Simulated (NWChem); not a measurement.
System: CH$_{5}$FOSi$_{2}$; SMILES FC1[SiH2]O[SiH2]1

Output (shortened):

```
             Northwest Computational Chemistry Package (NWChem) 7.3.0
             --------------------------------------------------------

                             Geometry "geometry" -> ""
                             -------------------------

 Output coordinates in angstroms (scale by  1.889725989 to convert to a.u.)

  No.       Tag          Charge          X              Y              Z
 ---- ---------------- ---------- -------------- -------------- --------------
    1 F                    9.0000    -0.26378300    -2.10042200     0.00000000
    2 C                    6.0000     0.46048100    -0.93027200     0.00000000
    3 Si                  14.0000     0.00309200     0.43352000     1.27751300
    4 O                    8.0000    -0.16744800     1.53923400     0.00000000
    5 Si                  14.0000     0.00309200     0.43352000    -1.27751300
    6 H                    1.0000     1.54133600    -1.16604700     0.00000000
    7 H                    1.0000     1.06862000     0.86549800     2.22691100
    8 H                    1.0000    -1.27146800     0.17448900     2.00377300
    9 H                    1.0000    -1.27146800     0.17448900    -2.00377300
   10 H                    1.0000     1.06862000     0.86549800    -2.22691100

 Effective nuclear repulsion energy (a.u.)     302.7190497189

                                 NWChem DFT Module
                                 -----------------

 Summary of "ao basis" -> "ao basis" (spherical)
 ------------------------------------------------------------------------------
       Tag                 Description            Shells   Functions and Types
 ---------------- ------------------------------  ------  ---------------------
 F                          def2-svp                 6       14   3s2p1d
 C                          def2-svp                 6       14   3s2p1d
 Si                         def2-svp                 8       18   4s3p1d
 O                          def2-svp                 6       14   3s2p1d
 H                          def2-svp                 3        5   2s1p

 in cosmo_initialize ...
 calling solv_data for solv:acetntrl

 solvent parameters
 solvname_short: acetntrl
 solvname_long:  acetonitrile
 dielec:       35.6880
 dielecinf:     1.8069
 nonaqueous SMD model solvent descriptors
 dielec:       35.6880
 sola:          0.0700
 solb:          0.3200
 solc:          0.0000
 solg:         41.2500
 solh:          0.0000
 soln:          1.3442

          ---------------
          -cosmo- solvent
          ---------------
 Cosmo: York-Karplus, doi: 10.1021/jp992097l
 dielectric constant -eps-     =  35.69
 screen = (eps-1)/(eps    )    =   0.97198
 surface charge correction     = lagrangian

   van der Waals surface
 --------------------------

[...]

                                COSMO-SMD solvation results
                                ---------------------------

             internal energy in gas <Psi(g)|H|Psi(g)> =      -794.810224252259
         internal energy in solvent <Psi(s)|H|Psi(s)> =      -794.809557517740
                               delta internal energy  =         0.000666734519 (    0.42 kcal/mol)
   total free energy in solvent <Psi(s)|H+V/2|Psi(s)> =      -794.815885331574
 polarization energy contribution <Psi(s)|V/2|Psi(s)> =        -0.006327813834 (   -3.97 kcal/mol)
    total free energy in solvent including G(SMD-CDS) =      -794.815327079772
                       G(SMD-CDS) energy contribution =         0.000558251802 (    0.35 kcal/mol)
     1 M fixed-concentration free energy of solvation =        -0.005102827513 (   -3.20 kcal/mol)

                       DFT Final Molecular Orbital Analysis
                       ------------------------------------

 Vector   26  Occ=2.000000D+00  E=-3.802704D-01
              MO Center=  1.5D-01,  2.6D-01, -5.1D-09, r^2= 3.6D+00
   Bfn.  Coefficient  Atom+Function         Bfn.  Coefficient  Atom+Function
  ----- ------------  ---------------      ----- ------------  ---------------
    51      0.354325   4 O  py               54      0.270938   4 O  py
    19      0.199189   2 C  py               50      0.199434   4 O  px
     5      0.188982   1 F  py               18     -0.185922   2 C  px
     4     -0.182794   1 F  px               79     -0.173361   6 H  s
    53      0.154109   4 O  px                8     -0.150373   1 F  py

 Vector   27  Occ=2.000000D+00  E=-3.646023D-01
              MO Center= -1.4D-01,  4.2D-01,  3.9D-10, r^2= 4.2D+00
   Bfn.  Coefficient  Atom+Function         Bfn.  Coefficient  Atom+Function
  ----- ------------  ---------------      ----- ------------  ---------------
    50      0.347211   4 O  px               53      0.273534   4 O  px
    89      0.192195   8 H  s                94      0.192195   9 H  s
    90      0.179590   8 H  s                95      0.179590   9 H  s
    18      0.169398   2 C  px               79      0.168000   6 H  s
    19     -0.158821   2 C  py               51     -0.141265   4 O  py

 Vector   28  Occ=2.000000D+00  E=-3.277705D-01
              MO Center=  2.5D-01, -5.5D-01,  7.1D-09, r^2= 3.1D+00
   Bfn.  Coefficient  Atom+Function         Bfn.  Coefficient  Atom+Function
  ----- ------------  ---------------      ----- ------------  ---------------
    20      0.414729   2 C  pz                6      0.289575   1 F  pz
    23      0.258184   2 C  pz                9     -0.236923   1 F  pz
    37     -0.159929   3 Si py               69      0.159929   5 Si py
    38     -0.145190   3 Si pz               70     -0.145190   5 Si pz
    31      0.131453   3 Si s                63     -0.131453   5 Si s

 Vector   29  Occ=0.000000D+00  E= 2.183609D-02
              MO Center=  1.8D-02,  2.4D-01,  8.1D-09, r^2= 5.4D+00
   Bfn.  Coefficient  Atom+Function         Bfn.  Coefficient  Atom+Function
  ----- ------------  ---------------      ----- ------------  ---------------
    40      0.708024   3 Si py               72      0.708024   5 Si py
    17      0.636259   2 C  s                49     -0.544354   4 O  s
    22      0.335967   2 C  py               32     -0.296884   3 Si s
    64     -0.296884   5 Si s                37      0.187422   3 Si py
    69      0.187422   5 Si py               90      0.179250   8 H  s

 Vector   30  Occ=0.000000D+00  E= 7.362521D-02
              MO Center=  8.3D-02, -1.1D-01, -6.3D-09, r^2= 4.5D+00
   Bfn.  Coefficient  Atom+Function         Bfn.  Coefficient  Atom+Function
  ----- ------------  ---------------      ----- ------------  ---------------
    85      0.650174   7 H  s               100      0.650174  10 H  s
    80      0.577056   6 H  s                39     -0.518561   3 Si px
    71     -0.518561   5 Si px               17     -0.455744   2 C  s
    41     -0.419617   3 Si pz               73      0.419617   5 Si pz
    22     -0.386933   2 C  py               21     -0.339159   2 C  px

 Vector   31  Occ=0.000000D+00  E= 8.395455D-02
              MO Center=  3.1D-01,  4.3D-01,  9.0D-09, r^2= 5.4D+00
   Bfn.  Coefficient  Atom+Function         Bfn.  Coefficient  Atom+Function
  ----- ------------  ---------------      ----- ------------  ---------------
    17      1.636104   2 C  s                41      0.889901   3 Si pz
    73     -0.889901   5 Si pz               90     -0.595151   8 H  s
    95     -0.595151   9 H  s                39     -0.398787   3 Si px
    71     -0.398787   5 Si px               80     -0.371051   6 H  s
    49      0.359009   4 O  s                31      0.350612   3 Si s

     Multipole analysis of the density
     ---------------------------------

     L   x y z        total         alpha         beta         nuclear
     -   - - -        -----         -----         ----         -------
     0   0 0 0     -0.000000    -28.000000    -28.000000     56.000000

     1   1 0 0      0.570418      0.028706      0.028706      0.513006
     1   0 1 0      0.004577     -0.830069     -0.830069      1.664714
     1   0 0 1      0.000000      0.000000      0.000000      0.000000

     2   2 0 0    -31.842899    -33.805239    -33.805239     35.767580
     2   1 1 0     -1.156692     -0.579519     -0.579519      0.002345
     2   1 0 1     -0.000000     -0.000000     -0.000000      0.000000
     2   0 2 0    -38.649750   -147.942756   -147.942756    257.235762
     2   0 1 1      0.000000      0.000000      0.000000      0.000000
     2   0 0 2    -30.177968   -128.730219   -128.730219    227.282469
```

Level: M05-2X/def2-SVP, SMD on the gas-phase geometry. All runs use the structure optimised with PBE0/def2-SVP. Solvent: acetonitrile.

Which NWChem input produces such a log?

One answer among several that fit: the input that was run:
```
start job
memory heap 200 mb stack 900 mb global 1100 mb
geometry units angstroms noautosym nocenter noautoz
  F     -0.263783    -2.100422     0.000000
  C      0.460481    -0.930272     0.000000
  Si     0.003092     0.433520     1.277513
  O     -0.167448     1.539234     0.000000
  Si     0.003092     0.433520    -1.277513
  H      1.541336    -1.166047     0.000000
  H      1.068620     0.865498     2.226911
  H     -1.271468     0.174489     2.003773
  H     -1.271468     0.174489    -2.003773
  H      1.068620     0.865498    -2.226911
end
basis spherical
  * library def2-svp
end
dft
  xc m05-2x
  iterations 150
end
cosmo
  do_cosmo_smd true
  solvent acetntrl
end
task dft energy
```
